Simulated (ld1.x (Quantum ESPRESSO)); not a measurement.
**An all-electron radial function and its pseudo partner (Be (Z = 4))**

Columns: radius, all-electron u(r) and pseudo u(r) of the 2p shell (level -2.37 eV) of beryllium in the configuration 1s2 2s1.5 2p0.5; LDA (PZ), scalar-relativistic, PAW scheme, ld1.x (Quantum ESPRESSO) 7.5.

```tsv
r (bohr)	all-electron	pseudo
0.213	0.0485	0.0079
0.425	0.1381	0.0311
0.638	0.2312	0.0679
0.850	0.3136	0.1156
1.062	0.3823	0.1709
1.275	0.4373	0.2304
1.488	0.4786	0.2900
1.700	0.5074	0.3458
1.912	0.5251	0.3951
2.125	0.5335	0.4355
2.338	0.5341	0.4653
2.550	0.5283	0.4839
2.762	0.5176	0.4917
2.975	0.5029	0.4899
3.188	0.4853	0.4801
3.400	0.4657	0.4643
3.613	0.4445	0.4445
3.825	0.4226	0.4227
4.038	0.4000	0.4001
4.250	0.3776	0.3776
4.462	0.3553	0.3553
4.675	0.3333	0.3333
4.888	0.3120	0.3120
5.100	0.2915	0.2915
5.313	0.2717	0.2717
5.525	0.2529	0.2529
```

Problem. How many radial nodes do the two functions have?

Solution. The all-electron 2p function has n − l − 1 = 0; the pseudo-wave has 0.

Problem. At about which radius was the pseudo-wave matched?

Solution. 4.25 bohr. The columns agree to 0.0005 from 3.61 bohr on; several derivatives are matched, so the curves merge somewhat inside the radius.

Problem. Where does each function peak?

Solution. Outermost all-electron maximum near 2.34 bohr, pseudo maximum near 2.76 bohr (to the table’s step).

Problem. Is the pseudo-wave norm-conserving?

Solution. No, it belongs to a PAW set: the norm inside the radius is not constrained, and the difference is carried by the augmentation charge.
